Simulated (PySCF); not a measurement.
Compound: CH8ClPSi2.
Atom-mapped SMILES: `[SiH3:1][CH2:2][Si@H:3]([PH2:4])[Cl:5]` (hydrogens: H6, H7, H8 on Si1; H9, H10 on C2; H11 on Si3; H12, H13 on P4)

Geometry (PBE0-D3(BJ)/def2-SVP, Å), atoms numbered from 1 in this order:
```xyz
13
CH8ClPSi2 angstrom
Si     0.2698    0.7253    1.3749
C      1.1393    2.1531    0.5013
Si     2.9846    2.2955    0.7613
P      4.0291    0.5112   -0.1371
Cl     3.3478    2.4887    2.8031
H     -1.1799    0.7140    1.0123
H      0.4004    0.8572    2.8550
H      0.8742   -0.5755    0.9516
H      0.6714    3.0986    0.8262
H      0.9666    2.0624   -0.5860
H      3.5344    3.5183    0.1079
H      3.6614   -0.3618    0.9312
H      5.2880    0.8526    0.4436
```

The calculation used PySCF, PBE0-D3(BJ)/def2-SVP geometry optimisation, gas phase.

Masses are those of the commonest isotopes; rigid-rotor values at the optimised geometry. The values belong to one conformer with, in the numbering `[SiH3:1][CH2:2][Si@H:3]([PH2:4])[Cl:5]`, Si1–C2–Si3–P4 65°, C2–Si3–P4–H -76° and -171°.

What are A, B and C (GHz)?

Ia = 278.28, Ib = 366.61, Ic = 528.89 u·Å²; 505379 MHz·u·Å²/I gives 1816, 1379 and 955.5 MHz, that is A = 1.8160, B = 1.3785, C = 0.9555 GHz.

Classify the top.

An asymmetric top; Ray's κ = -0.017.

Is it planar, by Δ = Ic − Ia − Ib?

Not planar: Δ = Ic − Ia − Ib = -116.00 u·Å². For a rigid frame Δ = −2 Σ m c², so Σ m c² = 58.00 u·Å² lies off the ab plane: 15.90 from hydrogen and 42.10 from heavier atoms. The atom farthest from that plane is 2.01 Å away.

Give the other two planar moments, Paa and Pbb, and the rms extents of the mass along the axes.

Paa = Σ m a² = (Ib + Ic − Ia)/2 = 308.61 and Pbb = Σ m b² = (Ia + Ic − Ib)/2 = 220.28 u·Å². With the mass M = 141.96 u, the rms extents √(P/M) along a, b and c are 1.47, 1.25, 0.64 Å.

Where do the levels up to J = 3 lie, in cm⁻¹?

Above 0(0,0):
J = 1: 1(0,1) 0.0779, 1(1,1) 0.0925, 1(1,0) 0.1066
J = 2: 2(0,2) 0.2271, 2(1,2) 0.2341, 2(1,1) 0.2764, 2(2,1) 0.3202, 2(2,0) 0.3266
J = 3: 3(0,3) 0.4407, 3(1,3) 0.4430, 3(1,2) 0.5256, 3(2,2) 0.5537, 3(2,1) 0.5802, 3(3,1) 0.6654, 3(3,0) 0.6675
Those of J = 1 are B + C, A + C and A + B.

Which types of transition are allowed, and where do some lines up to J = 3 fall?

The dipole components are |μa| = 0.45 D, |μb| = 0.50 D, |μc| = 0.91 D. Intensities carry the squares of the components, which stand as 0.25 : 0.30 : 1.00 (a : b : c). Some lines, for components of 0.1 D or more:

| type | branch | J(Ka,Kc) | MHz | lower level (cm⁻¹) |
| --- | --- | --- | --- | --- |
| a | Q | 1(1,0) ← 1(1,1) | 423 | 0.092 |
| b | Q | 2(1,1) ← 2(0,2) | 1476 | 0.227 |
| b | Q | 2(2,0) ← 2(1,1) | 1505 | 0.276 |
| b | Q | 3(2,1) ← 3(1,2) | 1634 | 0.526 |
| a | R | 1(0,1) ← 0(0,0) | 2334 | 0.000 |
| c | Q | 3(3,1) ← 3(2,1) | 2555 | 0.580 |
| b | R | 1(1,1) ← 0(0,0) | 2772 | 0.000 |
| b | Q | 3(2,2) ← 3(1,3) | 3318 | 0.443 |
| b | Q | 3(3,1) ← 3(2,2) | 3347 | 0.554 |
| a | R | 2(1,2) ← 1(1,1) | 4245 | 0.092 |
| c | R | 2(1,1) ← 1(0,1) | 5952 | 0.078 |
| b | R | 3(0,3) ← 2(1,2) | 6196 | 0.234 |
| a | R | 3(0,3) ← 2(0,2) | 6403 | 0.227 |
| b | R | 2(2,1) ← 1(1,0) | 6404 | 0.107 |
| a | R | 3(2,2) ← 2(2,1) | 7002 | 0.320 |
| b | R | 3(2,2) ← 2(1,1) | 8315 | 0.276 |
| b | R | 3(3,1) ← 2(2,0) | 10157 | 0.327 |
| c | R | 3(3,0) ← 2(2,0) | 10219 | 0.327 |
| b | R | 3(2,1) ← 2(1,2) | 10376 | 0.234 |
| b | R | 3(3,0) ← 2(2,1) | 10411 | 0.320 |

Stationary, but not proved a minimum. Constants of a rigid frame at the computed geometry: no zero-point averaging, no centrifugal distortion. A rigid rotor knows nothing of internal rotation, which can split or shift real lines. Quadrupole hyperfine structure (35Cl) is left out.
